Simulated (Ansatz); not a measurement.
Reactions of C₂H₅NO₂, SMILES `COC(=N)O`.

Computed with Ansatz on PBE0-D4/def2-TZVP structures; ΔE is electronic, products minus reactants. CCSD(T)/CBS is the MP2 limit (def2-TZVPP, def2-QZVPP) plus CCSD(T) − MP2 in def2-TZVPP, frozen cores. This one scheme is used for every species. def2 core potentials past Kr. For In outer-core shells are correlated without core-valence functions, which leaves a few kJ/mol of doubt a bond. One conformer a species, not always the lowest.

(1) Order these by ΔE at CCSD(T)/CBS, lowest first. (Estimate.)
A. `COC(=N)O` + `OC1=NCN1` → `CN1CN=C1O` + `N=C(O)O`
B. `COC(=N)O` + `[OH][InH2]` → `N=C(O)[O][InH2]` + CH₃OH
C. `COC(=N)O` → `C=NC(O)O`
D. `COC(=N)O` + H₂O → `N=C(O)O` + CH₃OH
E. `COC(=N)O` + H₂ → `COC=N` + H₂O

Largest T1 diagnostic: 0.017, for `[OH][InH2]`.

Results:

(1) E (-0.54 eV), A (-0.23 eV), B (-0.03 eV), D (+0.21 eV), C (+0.42 eV).
